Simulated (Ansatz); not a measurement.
Single points on the cluster Li₃Al₃.

```yaml
crystal:
  periodic: [false, false, false]
  atoms:
    - {symbol: Li, position_ang: [-0.949665, 0.328942, 1.574723]}
    - {symbol: Li, position_ang: [-2.168418, 0.933154, -1.649992]}
    - {symbol: Li, position_ang: [2.170672, 0.295615, 0.654912]}
    - {symbol: Al, position_ang: [1.074742, -2.154782, 0.917337]}
    - {symbol: Al, position_ang: [-0.387142, -0.952175, -0.742686]}
    - {symbol: Al, position_ang: [0.259821, 1.549247, -0.754294]}
basis:
  gaussian: {orbitals: def2-TZVPD, initial_orbitals: start.molden}
hamiltonian: {xc: pbe0, dispersion: d4}
scf: {omitted_lower_state_checks: [starts]}
output: {orbitals: {seedname: orbitals}}
```

The file start.molden holds the orbitals of an earlier run on this structure, at another level or in another basis.

```sh
$ ansatz run in.yaml --threads 4 --pin off --events-out ev --progress --plain --max-ram 3916MiB
```

Output, abridged:

```
Functional definition: PBE0
1377 factors; their error is unknown
mean field evaluation 1: about -20393.7171 eV, gradient 3.2e0 eV
mean field evaluation 2: about -20393.7488 eV, gradient 5.3e-2 eV
mean field evaluation 4: about -20393.7853 eV, gradient 1.1e-4 eV
mean field -20393.78528673 eV, -749.4577858830 hartree, gradient 2.6e-5 eV, S^2 0.000000; 0 other end points of the search recorded, 0 dependent functions left out
reference -20393.78533461 eV, -749.4577876428 hartree; 24, 24 occupied and 156, 156 virtual orbitals, 1377 factors
Total energy: -20393.94309095 eV, -749.4635850814 hartree
Checks for a lower state left out: starts
```

Hardware: 4 threads of Arm Neoverse V1 on a shared host. Wall time 2.9 s.

The first input with `hamiltonian: {xc: r2scan, dispersion: d4}` (abridged; 4.4 s):

```
Functional definition: r2SCAN
mean field -20401.91794823 eV, -749.7566556809 hartree, gradient 2.1e-5 eV, S^2 0.000000
Total energy: -20401.95223239 eV, -749.7579156003 hartree
Checks for a lower state left out: starts
```

The first input with `gaussian: {orbitals: def2-SVP, initial_orbitals: start.molden}`, `hamiltonian: {xc: pbe, dispersion: d4}` (abridged; 1.1 s):

```
Functional definition: PBE
mean field -20384.54830556 eV, -749.1183330861 hartree, gradient 2.7e-5 eV, S^2 0.000000
Total energy: -20384.73099663 eV, -749.1250468592 hartree
Checks for a lower state left out: starts
```

First input, but with `gaussian: {orbitals: def2-TZVP, initial_orbitals: start.molden}`, `hamiltonian: {xc: {name: revPBE}, dispersion: d4}` (abridged; 1.6 s):

```
Functional definition: revPBE
mean field -20400.53955291 eV, -749.7060005869 hartree, gradient 8.9e-6 eV, S^2 0.000000
Total energy: -20400.88175629 eV, -749.7185763292 hartree
Checks for a lower state left out: starts
```

As the first input, with `gaussian: {orbitals: 6-31G}`, `hamiltonian: {xc: {name: B3LYP}, dispersion: d4}` (abridged; 1.1 s):

```
Functional definition: B3LYP
mean field evaluation 16: about -20403.9684 eV, gradient 6.7e-4 eV
mean field -20403.96838820 eV, -749.8320079598 hartree, gradient 4.8e-5 eV, S^2 0.000000
Total energy: -20404.27643477 eV, -749.8433284624 hartree
Checks for a lower state left out: starts
```

As the first input, with `gaussian: {orbitals: 6-31G}`, `hamiltonian: {xc: hf}` (abridged; 0.35 s):

```
Functional definition: HF
mean field evaluation 16: about -20353.2775 eV, gradient 1.5e-5 eV
mean field -20353.27749902 eV, -747.9691521422 hartree, gradient 4.6e-5 eV, S^2 0.000000
Total energy: -20353.27749902 eV, -747.9691521422 hartree
Checks for a lower state left out: starts
```

As the first input, with `gaussian: {orbitals: def2-TZVP, initial_orbitals: start.molden}`, `hamiltonian: {xc: r2scan, dispersion: d4}` (abridged; 3.4 s):

```
Functional definition: r2SCAN
mean field -20401.88509401 eV, -749.7554483104 hartree, gradient 2.7e-5 eV, S^2 0.000000
Total energy: -20401.91937023 eV, -749.7567079384 hartree
Checks for a lower state left out: starts
```

Geometry: PBE-D4/def2-SVP.

B3LYP takes the VWN-RPA correlation. The restricted singlet is unstable towards broken spin symmetry in Hartree–Fock (as tested in another run); at PBE0-D4/def2-TZVPD, r2SCAN-D4/def2-TZVPD, PBE-D4/def2-SVP, revPBE-D4/def2-TZVP and others this wasn't settled. The structure comes from a short search, and lower isomers may exist.
